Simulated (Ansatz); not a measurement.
Total energies of CH4N2OSi (`OC1=N[SiH2]N1`).

```json
{"atom": "O1", "x (Å)": "-1.9386", "y (Å)": "-0.7360", "z (Å)": "-0.2483"}
{"atom": "C2", "x (Å)": "-0.7246", "y (Å)": "-0.2925", "z (Å)": "0.0537"}
{"atom": "N3", "x (Å)": "0.0034", "y (Å)": "-0.6441", "z (Å)": "1.0682"}
{"atom": "Si4", "x (Å)": "1.2346", "y (Å)": "0.3683", "z (Å)": "0.3476"}
{"atom": "N5", "x (Å)": "-0.1266", "y (Å)": "0.6567", "z (Å)": "-0.7487"}
{"atom": "H6", "x (Å)": "-2.1652", "y (Å)": "-1.3863", "z (Å)": "0.4299"}
{"atom": "H7", "x (Å)": "2.3874", "y (Å)": "-0.3222", "z (Å)": "-0.2776"}
{"atom": "H8", "x (Å)": "1.6947", "y (Å)": "1.5642", "z (Å)": "1.0912"}
{"atom": "H9", "x (Å)": "-0.3651", "y (Å)": "0.7919", "z (Å)": "-1.7161"}
```

The species carries charge 0 and has multiplicity 1. All single points use the PBE0-D4/def2-TZVP geometry. It is one conformer, not always the lowest. Basis def2-TZVPP, Ansatz.

RPA on PBE orbitals: Hartree–Fock energy of these orbitals -512.95077 Eh, correlation -1.43224 Eh (frozen core).

```tsv
functional	kind	energy without D4 (Eh)	D4 term (kJ/mol)
LDA (SPW92)	LDA	-511.92213	–
B3LYP	global hybrid, 20 %	-514.87070	-30.2
```

(1) Give the same for PBE, revPBE, BLYP, r2SCAN, B97M-V, PBE0, r2SCANh, r2SCAN0, HSE06 (plane-wave form), BHLYP, CAM-B3LYP, LC-ωPBE, ωB97X-V, ωB97M-V, B2PLYP, PBE-QIDH. (Best estimate.)

B3LYP takes the VWN-RPA correlation (the form of Gaussian; ORCA's B3LYP/G). HSE06 is the plane-wave form, built on full-range PBE exchange. The double hybrids freeze the cores in their second-order part.

Answers

(1) The calculation gave: 
```tsv
functional	kind	energy without D4 (Eh)	D4 term (kJ/mol)
PBE	GGA	-514.44948	-18.7
revPBE	GGA	-514.72308	-62.1
BLYP	GGA	-514.79104	-42.2
r2SCAN	meta-GGA	-514.70963	-4.4
B97M-V	meta-GGA with VV10	-514.73880	–
PBE0	global hybrid, 25 % exact exchange	-514.48080	-15.5
r2SCANh	meta-GGA hybrid, 10 %	-514.69429	-4.6
r2SCAN0	meta-GGA hybrid, 25 %	-514.67256	-5.1
HSE06 (plane-wave form)	screened hybrid	-514.46369	-14.3
BHLYP	global hybrid, 50 %	-514.72596	-22.0
CAM-B3LYP	range-separated hybrid	-514.76703	-15.5
LC-ωPBE	long-range corrected hybrid	-514.61894	–
ωB97X-V	range-separated hybrid GGA with VV10	-514.73500	–
ωB97M-V	range-separated hybrid meta-GGA with VV10	-514.76374	–
B2PLYP	double hybrid	-514.56750	–
PBE-QIDH	double hybrid	-514.36237	–
```

LC-ωPBE has ω = 0.4 bohr⁻¹.
